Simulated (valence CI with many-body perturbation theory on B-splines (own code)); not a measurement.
Values are calculated unless marked as measured or tabulated.
## Sr VI: configurations and terms from energies and g

Level of theory: valence CI with perturbative core correlation (CI+MBPT): five valence electrons over a frozen Dirac-Fock core [Ar] 3d10, a basis of 9 s, 9 p, 8 d, 6 f, 3 g, 1 h functions for each j, with the one-electron correlation potential Σ1, the two-electron term Σ2, the three-electron term Σ3, Breit, model QED; selected CI, second order for the rest, scaled by the run's own slope (own B-spline code, finite nucleus).

Set against measurement, 19 paired levels are off by 96 cm⁻¹ on average, the worst by 213. These come from a selection out of Sansonetti, J. Phys. Chem. Ref. Data 41, 013102 (2012). Levels without a partner in it may be off by more. Among the levels kept, up to 1100 cm⁻¹ of a level comes from second order outside the variational space, and about a tenth of that is noise between levels of different J, which matters for small intervals.

```
No.    J  Parity  E (cm⁻¹)      g
  1  3/2     odd       0.0  1.966
  2  3/2     odd     20270  0.896
  3  5/2     odd     23649  1.200
  4  1/2     odd     38718  0.665
  5  3/2     odd     43724  1.273
  6  5/2    even    152970  1.593
  7  3/2    even    159380  1.727
  8  1/2    even    162030  2.656
  9  3/2    even    188230  0.820
 10  5/2    even    189880  1.208
 14  3/2    even    234890  0.449
 15  5/2    even    237400  1.066
 16  7/2    even    241230  1.252
 17  5/2    even    243900  0.974
```

Energies count from the lowest level. Strongly mixed levels and levels close to another of their J and parity are left out, so the numbers can have gaps.

**Question.** Give configuration and LS term of each level.

**Answer.** 1: 4s²4p³ ⁴S°; 2: 4s²4p³ ²D°; 3: 4s²4p³ ²D°; 4: 4s²4p³ ²P°; 5: 4s²4p³ ²P°; 6: 4s4p⁴ ⁴P; 7: 4s4p⁴ ⁴P; 8: 4s4p⁴ ⁴P; 9: 4s4p⁴ ²D; 10: 4s4p⁴ ²D; 14: 4s²4p²4d ⁴F; 15: 4s²4p²4d ⁴F; 16: 4s²4p²4d ⁴F; 17: 4s²4p²4d ²F.
